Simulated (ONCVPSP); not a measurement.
# Which change was made? (La, ONCV)

```json
{
  "Element": "lanthanum",
  "Generator": "ONCVPSP 4.0.1",
  "Type": "optimised norm-conserving Vanderbilt (ONCV)",
  "Functional": "PBE",
  "Relativity": "scalar-relativistic",
  "Frozen core": "[Kr] 4d10",
  "Valence charge": "11",
  "Reference configuration": "5s2 5p6 5d1 6s1 (charge +1)",
  "Partial waves": "5s+6s: rc 2.40 bohr, ncon 5, nbas 10, qcut 5.3 1/bohr, 2 projectors; 5p: rc 2.20 bohr, ncon 3, nbas 8, qcut 7.9 1/bohr, 2 projectors, debl 1.3 Ha; 5d: rc 4.00 bohr, ncon 3, nbas 8, qcut 3.7 1/bohr, 2 projectors, debl 2.7 Ha; f scattering state at 0.38 Ha: rc 3.00 bohr, ncon 4, nbas 8, qcut 3.9 1/bohr, 2 projectors, debl 3.2 Ha",
  "Local potential": "polynomial inside 1.60 bohr (lpopt 4, dvloc0 0 Ha)",
  "Core correction": "polynomial model core, fcfact 0.4"
}
```

In the f channel the program set the typed energies aside and used -0.374, 2.826 Ha.

Cutoffs, loose and tight: the cutoffs (Ha) at which the residual kinetic energy of the hardest occupied pseudo-wave falls to 1 and 0.1 mHa per electron. They do not see the model core or the augmentation charge, which bear on the density cutoff. Test errors are all-electron minus pseudo excitation energies from the reference, over the configurations 5s2 5p6 5d1 6s2; 5s2 5p6 5d1 6s0; 5s2 5p6 5d0 6s0; 5s2 5p6 5d1.5 6s1.5; variants that change the core or the reference have their own tests.

The base gives: outcome: generated, projector energies reset by the program; cutoff, loose: 17 Ha; cutoff, tight: 20 Ha; bound ghosts: none; GHOST(+) flags above zero: s, f; largest test error (meV): +72.

Question: After one change the result is: outcome: generated, projector energies reset by the program; cutoff, loose: 17 Ha; cutoff, tight: 20 Ha; bound ghosts: p; GHOST(+) flags above zero: s, f; largest test error (meV): +72. Which change was it?
A. s: rc 2
B. local potential polynomial inside 2.15 bohr (lpopt 5, dvloc0 3 Ha)
C. core [Kr] 4d10 5s2, valence charge 9; reference 4f1 5p6 6s2; waves now 6s: rc 3.50 bohr, ncon 3, nbas 7, qcut 2.3 1/bohr, 2 projectors, debl 3 Ha; 5p: rc 2.80 bohr, ncon 5, nbas 9, qcut 6.2 1/bohr, 3 projectors, debl 1.4 Ha; d scattering state at 0.32 Ha: rc 3.60 bohr, ncon 3, nbas 6, qcut 2.9 1/bohr, 1 projector; 4f: rc 0.95 bohr, ncon 3, nbas 8, qcut 11.7 1/bohr, 2 projectors, debl 1.2 Ha; local potential polynomial inside 0.60 bohr (lpopt 5, dvloc0 4 Ha)

Answer: B. The others give: s: rc 2 → outcome: failed: ERROR pspot: first pseudo wave function has node, program will stop | core [Kr] 4d10 5s2, valence charge 9; reference 4f1 5p6 6s2; waves now 6s: rc 3.50 bohr, ncon 3, nbas 7, qcut 2.3 1/bohr, 2 projectors, debl 3 Ha; 5p: rc 2.80 bohr, ncon 5, nbas 9, qcut 6.2 1/bohr, 3 projectors, debl 1.4 Ha; d scattering state at 0.32 Ha: rc 3.60 bohr, ncon 3, nbas 6, qcut 2.9 1/bohr, 1 projector; 4f: rc 0.95 bohr, ncon 3, nbas 8, qcut 11.7 1/bohr, 2 projectors, debl 1.2 Ha; local potential polynomial inside 0.60 bohr (lpopt 5, dvloc0 4 Ha) → outcome: failed: sratom123: lschfb convergence ERROR n,l,iter= 4 3 4.
